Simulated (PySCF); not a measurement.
H₄Ti, SMILES [TiH4-], charge -1, multiplicity 2.

Geometry optimised at PBE0-D3(BJ)/def2-TZVPD. The multiplicity is an assumed one; other spin states were not compared.

Method: PySCF with PBE/def2-TZVPD.

The molecule is in vacuum. A positive occupied level means that this level leaves the electron formally unbound; only the finite basis holds it.

* **total energy**: -851.55961 hartree
* **point group**: D2d
* **α spin, highest occupied and lowest empty level**: 1.60 and 1.84 eV
* **β spin, highest occupied and lowest empty level**: -1.09 and 2.34 eV
* **dipole moment about the centre of nuclear charge**: 0.00 D
* **mean static polarisability**: 80.3 bohr³ (11.89 Å³)
* **polarisability, principal values**: 72.4, 84.2, 84.2 bohr³
* **⟨S²⟩**: 0.756 (pure state 0.75)
